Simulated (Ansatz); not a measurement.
Reaction (formal hydrolysis of the Si–F bond): `O[SiH2]N[SiH](F)F` + H₂O → `O[SiH2]N[SiH](O)F` + H–F

Isolated molecules relaxed with PBE0-D4/def2-TZVP in Ansatz; ΔE leaves out vibrations. CCSD(T)/CBS is the MP2 limit (def2-TZVPP, def2-QZVPP) plus CCSD(T) − MP2 in def2-TZVPP, frozen cores. This one scheme is used for every species. DFT in def2-TZVPP. One conformer a species, not always the lowest.

```json
{"level": "PBE-D4", "ΔE (kcal/mol)": "9.7"}
{"level": "ωB97M-V", "ΔE (kcal/mol)": "10.2"}
```

(1) What does CCSD(T)/CBS give? (Best estimate.)

Largest T1 diagnostic among the species: 0.012.

Answers

(1) The calculation gave: +10.2 kcal/mol. The listed levels differ from it by -0.5, 0.0 kcal/mol.

In def2-TZVPP, CCSD(T) changes the Hartree–Fock value by −1.4 kcal/mol (the triples alone add −0.2 kcal/mol) and MP2 by −1.8 kcal/mol. The D4 term adds −0.8 kcal/mol with B3LYP and −0.5 kcal/mol with PBE0; it sums over pairs of atoms, weighted by their polarisabilities, and B3LYP, whose exchange is more repulsive, gets the larger term.

CCSD(T)/CBS has its own doubt, a few kJ/mol and more with outer-core shells, so smaller differences from it don't rank the levels.

B3LYP here is the variant with VWN-RPA as its local correlation; programs differ in this.
